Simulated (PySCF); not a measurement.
ClHSn, neutral, multiplicity 1. Atoms are numbered in the order given.

```xyz
3

Sn     0.0366    -0.5914     0.0000
H     -1.7382    -0.7184     0.0000
Cl    -0.0055     1.7815     0.0000
```
Charge 0, spin multiplicity 1.

The structure is a stationary point at r2SCAN-D4/def2-TZVP. The def2 effective core potentials stand for the cores of Sn; spin–orbit coupling is left out.

Vertical ionisation energy (IE) and electron affinity (EA) in eV. Rows of orbital energies are one-electron estimates. Where ΔSCF, EOM or ADC give a negative EA the extra electron is unbound and the value depends on the basis.

| level | IE | EA |
|---|---|---|
| −ε(HOMO), −ε(LUMO), B3LYP/def2-TZVPD (PySCF) | 6.90 | 3.35 |
| −ε(HOMO), −ε(LUMO), PBE0/def2-TZVPD (PySCF) | 7.05 | 3.09 |
